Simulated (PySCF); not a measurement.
From computed data to an observable: dipole moment from atomic charges

C₂H₃ClF₂Si, SMILES C(/[SiH3])(F)=C(/Cl)F. Atoms are numbered in the order given.

```xyz
9

F      0.8443    -0.2580     1.9132
C      0.1276    -0.0511     0.7903
Si    -1.7043     0.3905     0.9738
C      0.7607    -0.1749    -0.3814
F      2.0383    -0.4838    -0.5026
Cl    -0.0536     0.0623    -1.8753
H     -1.9836     0.4404     2.4333
H     -1.9724     1.7134     0.3471
H     -2.5445    -0.6487     0.3187
```
Charge 0, spin multiplicity 1.

Geometry: ωB97X-D3(BJ)/def2-SVP. The structure was generated by enumeration; whether it is a known compound was not checked.

Charges (e) from PBE/def2-TZVP (PySCF):

```json
[
 {"atom": "F1", "ESP fit": "-0.126", "Mulliken": "-0.152"},
 {"atom": "C2", "ESP fit": "0.109", "Mulliken": "0.058"},
 {"atom": "Si3", "ESP fit": "0.126", "Mulliken": "0.099"},
 {"atom": "C4", "ESP fit": "0.005", "Mulliken": "0.154"},
 {"atom": "F5", "ESP fit": "-0.042", "Mulliken": "-0.108"},
 {"atom": "Cl6", "ESP fit": "0.004", "Mulliken": "-0.034"},
 {"atom": "H7", "ESP fit": "-0.012", "Mulliken": "-0.007"},
 {"atom": "H8", "ESP fit": "-0.032", "Mulliken": "-0.005"},
 {"atom": "H9", "ESP fit": "-0.032", "Mulliken": "-0.005"}
]
```

The dipole moment of the full density is 1.23 D.

### Question
What dipole moment does each set of point charges give, and which comes closer to that of the density?

### Answer

μ = Σ q r, and 1 e Å = 4.8032 D.
ESP fit: Σ q r = (-0.221, 0.056, -0.071) e Å, |μ| = 1.15 D.
Mulliken: Σ q r = (-0.354, 0.090, -0.110) e Å, |μ| = 1.83 D.
ESP fit comes closer in size. Point charges leave out the atoms' own dipoles (lone pairs, polarised bonds); fits to the potential absorb them, partitions of the density don't.
